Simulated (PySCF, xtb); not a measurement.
**Two structures of CH2InN**

We compare X, a singlet given by its coordinates, with Y, `C=[N][In]`, a singlet. Both are isolated molecules in the gas phase, relaxed with PBE-D3(BJ)/def2-SVP.

X (Å):

```xyz
5

C    -2.3676    0.8189    0.8530
In   -0.1034    0.8408    0.2628
N    -2.1211    2.0876    0.7996
H    -3.3939    0.4500    1.1176
H    -2.8849    2.7651    1.0046
```

Close contacts (Å): C1–In2 2.34, C1–N3 1.29, In2–N3 2.43, C1–H4 1.12, N3–H5 1.04.

Y (Å):

```yaml
atoms:
  - { symbol: C, position_ang: [0.3532, -0.6657, -0.7389] }
  - { symbol: In, position_ang: [-1.0906, 2.1935, 0.3741] }
  - { symbol: N, position_ang: [-0.1835, 0.3958, -0.3269] }
  - { symbol: H, position_ang: [1.0485, -1.2931, -0.1117] }
  - { symbol: H, position_ang: [0.1861, -1.0870, -1.7708] }
```

Energies in hartree; the thermal terms are from GFN2-xTB frequencies at re-optimised GFN2-xTB minima (ideal gas, soft modes damped towards free rotors, one conformer each, 298.15 K, 1 atm) and include the zero-point energy:

```
                               X           Y
E, CCSD(T)/def2-TZVP  −283.353475  −283.368116
   zero-point energy     0.027593     0.025987
        H(298 K) − E     0.032446     0.031580
        G(298 K) − E     0.000145    −0.001368
```

Q: Work out ΔE, ΔE₀, ΔH and ΔG for X → Y in kJ/mol (1 Eh = 2625.50 kJ/mol) and the equilibrium ratio [Y]/[X].

A: 1. ΔE = −283.368116 − (−283.353475) = −0.014641 Eh = −38.44 kJ/mol.
2. ΔE₀ = ΔE + ΔZPE = −0.014641 + (−0.001606) Eh = −42.66 kJ/mol.
3. ΔH = ΔE + (−0.000866) Eh = −40.71 kJ/mol.
4. ΔG = ΔE + (−0.001513) Eh = −42.41 kJ/mol, so ΔS = (ΔH − ΔG)/T = +5.7 J/(mol K).
5. kT = 0.9442 mEh, so K = [Y]/[X] = exp(−ΔG/kT) = exp(+17.11) ≈ 2.7 × 10^7.

Structure Y is favoured at this temperature. An error of 4 kJ/mol in ΔG would change K by a factor of 5. Large T1 diagnostics make the coupled-cluster value less sure. Mirror images and further conformers aren't counted.

Other levels gave ΔE = −55.8 (GFN2-xTB); −48.6 (HF/STO-3G, GFN2-xTB geometries); −41.2 (r2SCAN-D4/def2-SVP, GFN2-xTB geometries); −42.4 (PBE-D3(BJ)/def2-SVP); −43.9 (HF/def2-TZVP); −41.3 (MP2/def2-TZVP) kJ/mol. The correlated steps freeze 6 core orbitals; the filled d shell of In is correlated, in a basis made for valence electrons. Atoms past krypton carry core potentials in the def2 sets, without spin–orbit terms. Programs: PySCF 2.14.0, xtb 6.7.1.
